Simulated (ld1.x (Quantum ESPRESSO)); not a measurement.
## B TM: all-electron and pseudo phase curves

```
Element                 : boron (B)
Generator               : ld1.x (Quantum ESPRESSO) 7.5
Type                    : norm-conserving Troullier–Martins (Kleinman–Bylander form)
Functional              : PW91
Relativity              : scalar-relativistic
Frozen core             : [He]
Valence charge          : 3
Reference configuration : 2s2 2p0 (charge +1)
Partial waves           : 2s (bound): rc 1.25 bohr; 2p (bound, empty): rc 3.75 bohr
Local potential         : the p channel
Core correction         : none
```

The phase is arctan(r·u′/u) with u = r·R(r), unwrapped; energies in Ry, scanned from -3 to 5 Ry. A pole is an energy at which the radial function vanishes at the test radius. The pseudo phase is shifted by a multiple of π to meet the all-electron one at the reference energy, and phase errors are pseudo minus all-electron; the curves can meet again beyond the range given. Levels narrower than the energy grid can be missing from the lists of poles.

```tsv
channel	radius (bohr)	reference energy (Ry)	poles, all-electron	poles, pseudo	unbroken range about the reference energy with phases within 0.05 rad	phase error 1 Ry above the reference energy (rad)
s	4.04	-1.44	-1.40, 0.97, 4.51	-1.40, 0.98, 3.41	below -0.6	+0.102
p	4.04	-0.99	-0.93, 1.08, 4.23	-0.93, 1.55	below -0.5	+0.617
```

Phases in the p channel:

```json
{"E (Ry)": "-3.00", "all-electron": "1.411", "pseudo": "1.412"}
{"E (Ry)": "-2.76", "all-electron": "1.402", "pseudo": "1.403"}
{"E (Ry)": "-2.52", "all-electron": "1.391", "pseudo": "1.393"}
{"E (Ry)": "-2.28", "all-electron": "1.379", "pseudo": "1.380"}
{"E (Ry)": "-2.04", "all-electron": "1.362", "pseudo": "1.364"}
{"E (Ry)": "-1.80", "all-electron": "1.340", "pseudo": "1.343"}
{"E (Ry)": "-1.56", "all-electron": "1.306", "pseudo": "1.311"}
{"E (Ry)": "-1.32", "all-electron": "1.239", "pseudo": "1.247"}
{"E (Ry)": "-1.08", "all-electron": "0.802", "pseudo": "0.827"}
{"E (Ry)": "-0.84", "all-electron": "-1.721", "pseudo": "-1.710"}
{"E (Ry)": "-0.60", "all-electron": "-1.881", "pseudo": "-1.851"}
{"E (Ry)": "-0.36", "all-electron": "-2.052", "pseudo": "-1.973"}
{"E (Ry)": "-0.12", "all-electron": "-2.469", "pseudo": "-2.190"}
{"E (Ry)": "0.12", "all-electron": "-3.643", "pseudo": "-2.771"}
{"E (Ry)": "0.36", "all-electron": "-4.325", "pseudo": "-3.836"}
{"E (Ry)": "0.60", "all-electron": "-4.542", "pseudo": "-4.325"}
{"E (Ry)": "0.84", "all-electron": "-4.646", "pseudo": "-4.511"}
{"E (Ry)": "1.08", "all-electron": "-4.713", "pseudo": "-4.606"}
{"E (Ry)": "1.32", "all-electron": "-4.768", "pseudo": "-4.668"}
{"E (Ry)": "1.56", "all-electron": "-4.824", "pseudo": "-4.715"}
{"E (Ry)": "1.80", "all-electron": "-4.895", "pseudo": "-4.756"}
{"E (Ry)": "2.04", "all-electron": "-5.015", "pseudo": "-4.798"}
{"E (Ry)": "2.28", "all-electron": "-5.328", "pseudo": "-4.850"}
{"E (Ry)": "2.52", "all-electron": "-6.550", "pseudo": "-4.926"}
{"E (Ry)": "2.76", "all-electron": "-7.403", "pseudo": "-5.075"}
{"E (Ry)": "3.00", "all-electron": "-7.619", "pseudo": "-5.558"}
{"E (Ry)": "3.24", "all-electron": "-7.711", "pseudo": "-6.981"}
{"E (Ry)": "3.48", "all-electron": "-7.763", "pseudo": "-7.500"}
{"E (Ry)": "3.72", "all-electron": "-7.800", "pseudo": "-7.652"}
{"E (Ry)": "3.96", "all-electron": "-7.827", "pseudo": "-7.725"}
{"E (Ry)": "4.20", "all-electron": "-7.851", "pseudo": "-7.769"}
{"E (Ry)": "4.44", "all-electron": "-7.873", "pseudo": "-7.800"}
{"E (Ry)": "4.68", "all-electron": "-7.895", "pseudo": "-7.825"}
{"E (Ry)": "4.92", "all-electron": "-7.918", "pseudo": "-7.845"}
```
